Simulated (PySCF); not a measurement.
## Gas-phase XPS of `C=CC[C@@H](C)[GaH2-][NH3+]`, computed

Compound: C5H14GaN.
Atom-mapped SMILES: `[CH2:1]=[CH:2][CH2:3][C@@H:4]([CH3:5])[GaH2-:6][NH3+:7]`

Computed, not measured: PySCF, delta-SCF UKS SCAN, pcX-2 on the ionised atom, pcseg-1 elsewhere, spin-free X2C. Each binding energy is the total energy of the core-ionised species, with the hole localised on one atom, minus that of the ground state; both are solved self-consistently, so orbital relaxation is included.

Problem. Give the core binding energies atom by atom.

Solution. 
```tsv
atom(s)	bonded to	level	binding energy (eV)	above the level's lowest (eV)	count
C1	C (double bond) and 2 H	C 1s	289.61	+0.53	1
C2	C (double bond), C and H	C 1s	289.97	+0.89	1
C3	2 C and 2 H	C 1s	290.02	+0.94	1
C4	2 C, H and Ga	C 1s	289.08	0.00	1
C5	C and 3 H	C 1s	290.04	+0.96	1
N7	3 H and Ga	N 1s	407.11	0.00	1
```

The listed C 1s values span 0.96 eV, from C4 (bonded to 2 C, H and Ga) to C5 (bonded to C and 3 H). Summing the Pauling electronegativity differences to the bonded atoms, each weighted by its formal bond order, gives -1.09 for the lowest site and -1.05 for the highest; the largest sum, -0.35, belongs to C2, 0.07 eV below the top. The values 290.02 and 290.04 eV lie too close for their order to be trusted.

Problem. What is the longest wavelength that can ionise C 1s of C1 vertically?

Solution. λ = hc/E = 12398.42 eV Å / 289.61 eV = 42.811 Å.

No level of gallium is listed. Isolated species at its PBE0-D3(BJ)/def2-SVP geometry (one conformer only).

Time: 4.0 min; peak memory 0.70 GiB. Hardware: an Arm Neoverse N1 with one thread, no GPU (shared host).

The values belong to the conformer `[CH2:1]=[CH:2][CH2:3][C@@H:4]([CH3:5])[GaH2-:6][NH3+:7]`: C1–C2–C3–C4 -112°, C2–C3–C4–C5 -72°, C3–C4–Ga6–N7 159°.
